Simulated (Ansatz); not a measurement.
Dichlorosilane + `CN[SiH3]` → `CN([SiH3])[SiH2]Cl` + HCl at 700 K and 1 bar (ligand exchange at the Si–Cl bond).

Computed with Ansatz on PBE0-D4/def2-TZVP structures; ΔE is electronic, products minus reactants. CCSD(T)/CBS is the MP2 limit (def2-TZVPP, def2-QZVPP) plus CCSD(T) − MP2 in def2-TZVPP, frozen cores. This one scheme is used for every species. One conformer a species, not always the lowest.

```csv
species,CCSD(T)/CBS energy (Eh),H − E (kJ/mol),S (J/(mol·K))
`Cl[SiH2]Cl`,-1209.93203,98.0,351.1
`CN[SiH3]`,-386.04948,271.2,396.1
`CN([SiH3])[SiH2]Cl`,-1135.59245,327.7,527.0
HCl,-460.38127,38.4,211.8
```

H − E and S are ideal-gas, rigid-rotor, harmonic terms from PBE0-D4/def2-TZVP, for one conformer and one mirror image of each species. 1 Eh = 2625.50 kJ/mol, R = 8.31446 J/(mol·K).

Question: By hand: ΔE, ΔH, ΔS and ΔG.

Answer: ΔE = (-1135.59245) + (-460.38127) − (-1209.93203) − (-386.04948) = 0.00779 Eh = 20.5 kJ/mol. Δ(H − E) = 327.7 + 38.4 − 98.0 − 271.2 = -3.1, so ΔH = 17.4 kJ/mol. ΔS = 527.0 + 211.8 − 351.1 − 396.1 = -8.4 J/(mol·K). ΔG = 17.4 − 700 × (-8.4)/1000 = 23.3 kJ/mol.

Question: By hand: the equilibrium constant, and the temperature at which ΔG would vanish if ΔH and ΔS stayed fixed.

Answer: log₁₀ K = −ΔG/(RT ln 10) = -1.7. ΔH and −TΔS have one sign here, so there is no such temperature.

TΔS isn't small against ΔH here. A doubt of 5 kJ/mol in ΔE shifts log₁₀ K by 0.4 here. Other conformers and mirror images would add mixing entropy, several J/(mol·K) or more a flexible species. Modes under 60 cm⁻¹, often nearly free rotors, make the harmonic entropy too high. These are equilibria of isolated gas molecules and say nothing of rates. Largest T1 diagnostic: 0.010 (customary marks: 0.02 for closed shells, 0.045 for open ones).

ΔS is within the doubt of such terms, so its sign, and with it that verdict, could turn.
